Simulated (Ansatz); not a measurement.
Reaction (formal exchange of groups at a C–S bond): `CO[SiH2]CS` + SiH₄ → `CO[SiH2]C[SiH3]` + H₂S

Computed with Ansatz on PBE0-D4/def2-TZVP structures; ΔE is electronic, products minus reactants. CBS: MP2 limit from def2 TZ/QZ plus the TZ coupled-cluster correction, frozen cores. This one scheme is used for every species. DFT in def2-TZVPP. Each species was taken in one conformer, which may not be the lowest.

`CO[SiH2]CS`:

Z-matrix (Å, degrees):
```
C
O 1 1.408
H 1 1.096 2 111.4
H 1 1.096 2 111.5 3 -121.5
H 1 1.091 2 108.3 3 119.2
Si 2 1.645 1 123.3 3 63.8
C 6 1.864 2 106.0 1 174.5
H 6 1.493 2 110.0 1 -65.6
H 6 1.489 2 110.5 1 54.5
S 7 1.813 6 111.4 2 -56.1
H 7 1.093 6 108.8 2 -172.6
H 7 1.092 6 112.0 2 68.8
H 10 1.343 7 96.7 6 45.6
```

SiH₄:

Z-matrix (Å, degrees):
```
Si
H 1 1.485
H 1 1.485 2 109.5
H 1 1.485 2 109.5 3 -120.0
H 1 1.485 2 109.5 3 120.0
```

`CO[SiH2]C[SiH3]`:

```xyz
15

C     0.322    1.127   -2.758
O    -0.091    0.199   -1.783
Si    0.213    0.410   -0.180
C    -0.505   -1.038    0.729
Si   -0.270   -1.000    2.586
H     1.413    1.240   -2.769
H     0.003    0.763   -3.736
H    -0.128    2.113   -2.591
H    -0.401    1.687    0.289
H     1.684    0.504    0.050
H    -0.051   -1.955    0.337
H    -1.577   -1.089    0.512
H     1.178   -0.974    2.928
H    -0.880   -2.200    3.219
H    -0.909    0.212    3.167
```

H₂S:

Z-matrix (Å, degrees):
```
S
H 1 1.341
H 1 1.341 2 92.3
```

```
             level  ΔE (kJ/mol)  difference from CCSD(T)/CBS
         r2SCAN-D4        -59.9                          0.0
           PBE0-D4        -58.3                          1.6
           ωB97X-V        -57.1                          2.8
            B2PLYP        -57.4                          2.5
     HF/def2-TZVPP        -57.8                          2.1
    MP2/def2-TZVPP        -60.6                         -0.7
   CCSD/def2-TZVPP        -61.2                         -1.3
CCSD(T)/def2-TZVPP        -60.1                         -0.2
SCS-MP2/def2-QZVPP        -58.2                          1.7
      HF/CBS(def2)        -58.3                          1.6
       CCSD(T)/CBS        -59.9                            0
```

Largest T1 diagnostic among the species: 0.011.
